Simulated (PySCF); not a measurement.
## Energy of Al²⁺ (aluminium, charge +2) between two integer charges

The 3s alpha orbital of [Ne] 3s1 is emptied in steps (occupation f), with all orbitals relaxed, ending at [Ne]. Calculation: PySCF 2.14, in def2-SVP (4s3p1d, 18 functions); no relativity, point nucleus. The exact energy is a straight line in f; departures are measured from the line between the end points of the same method.

```json
{"f": "1", "UHF (eV)": "0.000", "LDA (eV)": "0.000", "PBE (eV)": "0.000", "PBE0 (eV)": "0.000", "r2SCAN (eV)": "0.000", "LC-wPBE (eV)": "0.000", "BHandHLYP (eV)": "0.000", "r2SCAN0 (eV)": "0.000", "MN15 (eV)": "0.000"}
{"f": "0.8", "UHF (eV)": "0.003", "LDA (eV)": "-0.647", "PBE (eV)": "-0.674", "PBE0 (eV)": "-0.498", "r2SCAN (eV)": "-0.571", "LC-wPBE (eV)": "-0.067", "BHandHLYP (eV)": "-0.369", "r2SCAN0 (eV)": "-0.429", "MN15 (eV)": "-0.397"}
{"f": "0.6", "UHF (eV)": "0.004", "LDA (eV)": "-0.948", "PBE (eV)": "-1.006", "PBE0 (eV)": "-0.741", "r2SCAN (eV)": "-0.817", "LC-wPBE (eV)": "-0.102", "BHandHLYP (eV)": "-0.555", "r2SCAN0 (eV)": "-0.612", "MN15 (eV)": "-0.598"}
{"f": "0.4", "UHF (eV)": "0.004", "LDA (eV)": "-0.915", "PBE (eV)": "-0.999", "PBE0 (eV)": "-0.735", "r2SCAN (eV)": "-0.768", "LC-wPBE (eV)": "-0.110", "BHandHLYP (eV)": "-0.560", "r2SCAN0 (eV)": "-0.575", "MN15 (eV)": "-0.595"}
{"f": "0.2", "UHF (eV)": "0.003", "LDA (eV)": "-0.575", "PBE (eV)": "-0.657", "PBE0 (eV)": "-0.483", "r2SCAN (eV)": "-0.456", "LC-wPBE (eV)": "-0.083", "BHandHLYP (eV)": "-0.384", "r2SCAN0 (eV)": "-0.342", "MN15 (eV)": "-0.370"}
{"f": "0", "UHF (eV)": "0.000", "LDA (eV)": "0.000", "PBE (eV)": "0.000", "PBE0 (eV)": "0.000", "r2SCAN (eV)": "0.000", "LC-wPBE (eV)": "0.000", "BHandHLYP (eV)": "0.000", "r2SCAN0 (eV)": "0.000", "MN15 (eV)": "0.000"}
```

Question: For r2SCAN, how does the orbital energy at f = 1 compare with the removal energy?

Answer: −ε = 24.502 eV against a total-energy difference of 28.174 eV. By Janak's theorem ε = ∂E/∂f, so the gap between them reflects the curvature. Along the path −ε is 26.137 (f = 0.8), 27.727 (f = 0.6), 29.089 (f = 0.4), 30.304 (f = 0.2) eV.

| method | E(f=0) − E(f=1) (eV) | −ε at f=1 (eV) | −ε at f=0.4 (eV) |
| --- | --- | --- | --- |
| UHF | 27.852 | 27.869 | 27.848 |
| LDA | 28.598 | 24.486 | 29.561 |
| PBE | 28.615 | 24.377 | 29.488 |
| PBE0 | 28.485 | 25.353 | 29.132 |
| r2SCAN | 28.174 | 24.502 | 29.089 |
| LC-wPBE | 28.457 | 28.033 | 28.488 |
| BHandHLYP | 28.613 | 26.312 | 29.039 |
| r2SCAN0 | 28.200 | 25.440 | 28.882 |
| MN15 | 27.805 | 25.319 | 28.354 |

As f goes to zero the orbital energy of a semilocal functional can turn back, because the density of that orbital vanishes from the exchange-correlation potential.

Reference removal energy between the ground levels: 28.448 eV (measured; NIST Atomic Spectra Database, ionization energies). UHF lacks correlation.
